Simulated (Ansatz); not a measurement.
Calculated with Ansatz (gas phase, PBE0-D4/def2-TZVP geometries, no zero-point term in ΔE). CBS: MP2 limit from def2 TZ/QZ plus the TZ coupled-cluster correction, frozen cores. This one scheme is used for every species. Functionals use def2-TZVPP. B3LYP here is the variant with VWN-RPA as its local correlation; programs differ in this. For Ga outer-core shells are correlated without core-valence functions, which leaves a few kJ/mol of doubt a bond. Scalar relativity is left out up to krypton. Each species was taken in one conformer, which may not be the lowest.

`FBO[SiH2][SiH3]` + `[GaH3]` → `[SiH3][SiH2][GaH2]` + `OBF`  (formal exchange of groups at the Si–O bond)

`FBO[SiH2][SiH3]`:

Z-matrix (Å, degrees):
```
Si
Si 1 2.344
O 1 1.669 2 113.5
H 1 1.486 2 110.7 3 -119.7
H 1 1.486 2 110.8 3 119.8
H 2 1.486 1 110.9 3 61.0
H 2 1.490 1 107.5 3 179.8
H 2 1.486 1 110.9 3 -61.3
B 3 1.338 1 135.9 2 0.4
F 9 1.334 3 120.2 1 -0.1
H 9 1.194 3 121.5 1 179.9
```

`[GaH3]`:

Z-matrix (Å, degrees):
```
Ga
H 1 1.568
H 1 1.568 2 120.0
H 1 1.568 2 120.0 3 -179.9
```

`[SiH3][SiH2][GaH2]`:

Z-matrix (Å, degrees):
```
Si
Si 1 2.342
H 1 1.489 2 109.9
H 1 1.488 2 111.7 3 120.6
H 1 1.489 2 109.9 3 -118.8
Ga 2 2.406 1 109.0 3 59.2
H 2 1.491 1 107.8 3 -62.5
H 2 1.491 1 107.9 3 -178.9
H 6 1.572 2 120.5 1 -87.8
H 6 1.572 2 120.7 1 89.5
```

`OBF`:

Z-matrix (Å, degrees):
```
B
O 1 1.344
F 1 1.332 2 120.3
H 1 1.192 2 120.1 3 -180.0
H 2 0.963 1 113.4 3 -0.0
```

```
             level  ΔE (kJ/mol)  difference from CCSD(T)/CBS
            PBE-D4         28.5                        -20.3
         r2SCAN-D4         46.3                         -2.5
           PBE0-D4         35.1                        -13.7
           ωB97M-V         55.0                          6.2
               PBE         27.7                        -21.1
            r2SCAN         45.9                         -2.9
              PBE0         34.4                        -14.4
             B3LYP         51.0                          2.2
     HF/def2-TZVPP         76.3                         27.5
    MP2/def2-TZVPP         52.8                          4.0
SCS-MP2/def2-TZVPP         59.1                         10.3
   CCSD/def2-TZVPP         52.4                          3.6
    MP2/def2-QZVPP         53.6                          4.8
      HF/CBS(def2)         79.6                         30.8
     MP2/CBS(def2)         52.5                          3.7
    CCSD/CBS(def2)         52.1                          3.3
       CCSD(T)/CBS         48.8                            0
```

Largest T1 diagnostic among the species: 0.014.

In def2-TZVPP, CCSD(T) changes the Hartree–Fock value by −27.2 kJ/mol (the triples alone add −3.3 kJ/mol) and MP2 by −23.5 kJ/mol. From PBE to PBE0 (25 % exact exchange), in def2-TZVPP and without D4, ΔE moves by +6.7 kJ/mol.
